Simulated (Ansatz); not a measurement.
Relaxation of AlBrGeH6N2 (11 atoms, charge 0, multiplicity 1), to a largest force component of 0.015 eV/Å in at most 40 steps.

Method: RHF/def2-SVP in Ansatz 0.2.0.

```xyz
11
Properties=species:S:1:pos:R:3:forces:R:3
N -1.607 0.625 -0.928 -0.71 4.48 -0.84
Ge -0.009 -0.185 -1.111 2.26 0.05 -0.01
N 0.200 -1.386 0.281 -2.87 0.37 1.95
Al -1.470 -2.367 0.465 1.49 -0.57 -0.34
Br -3.506 -1.315 0.731 0.38 -0.70 0.36
H -1.593 1.300 -0.099 -0.20 -1.75 -1.73
H -1.724 1.305 -1.762 -0.03 -1.84 2.04
H 0.068 -0.940 -2.458 -0.21 0.06 0.25
H 1.136 0.889 -1.070 -0.22 -0.43 -0.01
H 0.219 -0.827 1.192 0.41 -1.01 -1.86
H -1.365 -4.026 0.316 -0.28 1.34 0.19
```

Q: Where does it end, and by what steps?

A: The run converged. After 26 steps the energy has fallen by 2.284 eV; H11 moved furthest, 1.79 Å. Joined: N1–Al4, Ge2–Al4.

```csv
step,energy less start (eV),largest force component (eV/Å),accepted
0,0.0000,4.483,yes
1,-0.8285,1.704,yes
2,-1.1152,0.860,yes
3,-1.2228,0.603,yes
4,-1.2675,0.377,yes
5,-1.3005,0.112,yes
6,-1.3253,0.233,yes
7,-1.3496,0.348,yes
8,-1.3770,0.439,yes
9,-1.4177,0.335,yes
10,-1.4716,0.277,yes
11,-1.5236,0.180,yes
12,-1.5890,0.228,yes
13,-1.6724,0.390,yes
14,-1.8204,0.457,yes
15,-2.0035,0.686,yes
16,-2.1670,0.480,yes
17,-2.0825,1.684,no
18,-2.2429,0.311,yes
19,-2.2596,0.286,yes
20,-2.2705,0.373,yes
21,-2.2793,0.303,yes
22,-2.2825,0.064,yes
23,-2.2837,0.094,yes
24,-2.2838,0.084,yes
25,-2.2844,0.029,yes
26,-2.2845,0.009,yes
```

```xyz
11
Properties=species:S:1:pos:R:3
N -1.603 -0.005 -1.061
Ge 0.315 0.019 -0.811
N 0.115 -1.439 0.209
Al -1.713 -1.660 0.158
Br -2.910 -0.936 2.017
H -2.099 0.794 -0.694
H -1.920 -0.139 -2.009
H 0.978 -0.127 -2.184
H 0.715 1.345 -0.158
H 0.853 -1.907 0.693
H -2.381 -2.870 -0.603
```

The run took 87 s on 2 threads of Arm Neoverse V2, with other jobs on the host, peak memory 0.4 GiB.
